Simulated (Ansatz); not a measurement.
Start from `CC(F)(F)[SiH3]` and change one atom or group to get `COC(F)(F)[SiH3]`.

Ansatz, PBE0-D4/def2-TZVP geometries, multiplicity 1. Each molecule was computed in one conformer, which needn't be the lowest.

```csv
property,`CC(F)(F)[SiH3]`
HOMO energy (PBE0/def2-TZVPP) / eV,-8.55
zero-point energy (PBE0-D4/def2-TZVP) / kJ/mol,194.6
HOMO–LUMO gap (B3LYP/def2-TZVPP) / eV,8.49
size of the dipole moment (PBE/def2-TZVPP) / D,1.88
HOMO–LUMO gap (PBE0/def2-TZVPP) / eV,8.92
HOMO energy (ωB97M-V/def2-TZVPP) / eV,-10.85
```

(1) Give the same properties after the change, and the shifts. (Estimate.)

Answers

(1) The calculation gave: 
```csv
property,`COC(F)(F)[SiH3]`,shift
HOMO energy (PBE0/def2-TZVPP) / eV,-8.98,-0.43
zero-point energy (PBE0-D4/def2-TZVP) / kJ/mol,207.7,13.1
HOMO–LUMO gap (B3LYP/def2-TZVPP) / eV,8.94,0.45
size of the dipole moment (PBE/def2-TZVPP) / D,1.09,-0.79
HOMO–LUMO gap (PBE0/def2-TZVPP) / eV,9.43,0.51
HOMO energy (ωB97M-V/def2-TZVPP) / eV,-11.40,-0.55
```

With PBE0 the HOMO falls by 0.43 eV and the LUMO rises by 0.08 eV, so the gap widens by about 0.51 eV. PBE moves the HOMO by -0.25 eV and ωB97M-V by -0.55 eV. The zero-point energy changes by 13.1 kJ/mol with +3 modes. Dipoles are sizes alone; their direction can turn.

Positive LUMOs are unbound, so they and the gaps depend on the basis.

B3LYP here is the variant with VWN-RPA as its local correlation; programs differ in this.
